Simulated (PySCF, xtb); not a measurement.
Si(F)(Br)(OH)2 (BrFH2O2Si), SMILES F[Si](O)(Br)O.

Geometry optimised at r2SCAN-D4/def2-SVP. The geometry has at least one imaginary mode, so it is a saddle point at that level. The structure was generated by enumeration, and PubChem lists no compound with its InChIKey, so it may never have been made. Other conformers were not sampled.

Computed with PySCF with C-PCM-M06-2X/def2-SVP.

The values are the electrostatic part of the solvation free energy, E(continuum) − E(gas) at the gas-phase geometry, in a cavity of scaled van der Waals radii (PySCF's table); cavitation and dispersion terms are not included. In vacuum the orbital gap is 11.20 eV. The dipole moment in vacuum is 2.43 D.

```json
[
 {"solvent": "water", "ε": "78.36", "ΔG(elec) (kcal/mol)": "-8.2", "dipole (D)": "2.94", "gap (eV)": "11.64"},
 {"solvent": "chlorobenzene", "ε": "5.70", "ΔG(elec) (kcal/mol)": "-6.8", "dipole (D)": "2.84", "gap (eV)": "11.57"},
 {"solvent": "ethylethanoate", "ε": "5.99", "ΔG(elec) (kcal/mol)": "-6.9", "dipole (D)": "2.85", "gap (eV)": "11.58"}
]
```

For comparison, GFN2-xTB/ALPB(water) (xtb, at the GFN2-xTB geometry, all terms of that model) gives -8.6 kcal/mol.
